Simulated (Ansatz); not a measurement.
# AsO: shapes and states compared

Program: Ansatz, Gaussian basis, development build. Basis cc-pwCVTZ-PP on As, cc-pVTZ on O, scalar-relativistic core potentials (10 electrons on As), no spin–orbit coupling, 5 orbitals frozen in the corrections; active space CAS(11,8). Restricted Hartree–Fock, then the lowest state-specific CASSCF solution met for each case. Coupled cluster stands on the determinant that it favours, not always the lowest RHF. Single-reference values can break down or jump between states where bonds are stretched. Solutions in different active orbitals can move differences by tenths of an eV and at times more than 1 eV.

Case A, doublet: bond length 1.6240 Å.

Case B, doublet: bond length 1.8676 Å.

Case C, quartet: the shape of A.

Energy less that of case A, in eV:

```csv
case,RHF/ROHF,CASSCF,CCSD(T)
B,+1.504,+0.758,+0.863
C,+1.359,+3.417,+3.347
```

(1) What does SC-NEVPT2 give for these differences?

(2) Which case is lowest, and do the methods agree?

## Answers

(1) B: +0.805 eV (18.6 kcal/mol); C: +3.347 eV (77.2 kcal/mol).

(2) A is lowest in SC-NEVPT2. Of the methods shown, RHF/ROHF, CASSCF, CCSD(T) agree.
